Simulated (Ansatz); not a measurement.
(ClBS)3 ring (B₃S₃Cl₃), relaxed as a singlet with RKS PBE-D4/def2-SVP in Ansatz, starting from the GFN2-xTB geometry. Force threshold 0.02 eV/Å.

Start:

```xyz
9

B     0.9116    1.4275   -0.3618
Cl    1.8124    2.8400   -0.7150
S     1.8893   -0.0619   -0.0105
B     0.8195   -1.4851    0.3501
Cl    1.6293   -2.9547    0.6882
S    -0.9947   -1.5566    0.4018
B    -1.7310    0.0573    0.0121
Cl   -3.4417    0.1146    0.0254
S    -0.8947    1.6189   -0.3903
```

```tsv
step	energy (eV)	largest force component (eV/Å)	SCF passes
1	-72055.9190	1.313	15
2	-72055.9904	0.744	19
3	-72056.0264	0.069	18
4	-72056.0268	0.005	20
```

Force components are those of the run's own axes.

End:

Cartesian coordinates in Å:
```
B 0.900 1.409 -0.357
Cl 1.829 2.865 -0.725
S 1.904 -0.063 -0.013
B 0.809 -1.466 0.345
Cl 1.644 -2.980 0.701
S -1.003 -1.571 0.398
B -1.709 0.057 0.012
Cl -3.473 0.116 0.024
S -0.902 1.634 -0.384
```

By distances, no bond broke or formed. The bond that changes most is B7–Cl8, from 1.71 to 1.77 Å (atoms count from 1).

No frequencies were taken in this run, so the end may be a saddle point.

Hardware: 2 threads of AMD EPYC 7R13 on a shared host. Wall time 8.5 s.
